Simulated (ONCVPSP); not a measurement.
## Varying the ONCV potential for W (Z = 74)

Base potential:

| Item | Value |
| --- | --- |
| Element | W (Z = 74) |
| Generator | ONCVPSP 4.0.1 |
| Type | optimised norm-conserving Vanderbilt (ONCV) |
| Functional | PBE |
| Relativity | scalar-relativistic |
| Frozen core | [Xe] 4f14 |
| Valence charge | 6 |
| Reference configuration | 5d4 6s1 6p1 |
| Partial waves | 6s: rc 2.80 bohr, ncon 4, nbas 9, qcut 2.6 1/bohr, 2 projectors, debl 3.5 Ha; 6p: rc 2.65 bohr, ncon 5, nbas 9, qcut 3 1/bohr, 1 projector; 5d: rc 1.75 bohr, ncon 5, nbas 9, qcut 5.1 1/bohr, 2 projectors, debl 1.7 Ha |
| Local potential | polynomial inside 1.70 bohr (lpopt 5, dvloc0 2 Ha) |
| Core correction | Teter function, fcfact 4, rcfact 1.35 |

Cutoffs, loose and tight: the cutoffs (Ha) at which the residual kinetic energy of the hardest occupied pseudo-wave falls to 1 and 0.1 mHa per electron. They do not see the model core or the augmentation charge, which bear on the density cutoff. Test errors are all-electron minus pseudo excitation energies from the reference, over the configurations 5d4 6s2 6p0; 5d4 6s1 6p0; 5d4 6s0 6p0; 5d5 6s0 6p0. A dash means not determined; rows that change the core or the reference have their own tests.

For the base: The cutoffs count occupied waves only; projector 2 of the s channel, the hardest unoccupied one, needs 38 Ha at the loose tolerance.

| change | outcome | cutoff, loose | cutoff, tight | bound ghosts | GHOST(+) flags above zero | largest test error (meV) |
| --- | --- | --- | --- | --- | --- | --- |
| base | generated | 14 Ha | 37 Ha | none | s, p | -83 |
| core correction polynomial model core, fcfact 0.6 | generated | 14 Ha | 37 Ha | none | s, p | -98 |
| s: rc 2.66 | generated | 14 Ha | 37 Ha | none | s, p | -87 |
| d: qcut 3.2 | generated | 73 Ha | 92 Ha | none | s, p | -81 |

Task: What comes out with this change to the base: core correction Teter function, fcfact 4, rcfact 1.28?

Result: outcome: generated; cutoff, loose: 14 Ha; cutoff, tight: 37 Ha; bound ghosts: none; GHOST(+) flags above zero: s, p; largest test error (meV): -72.
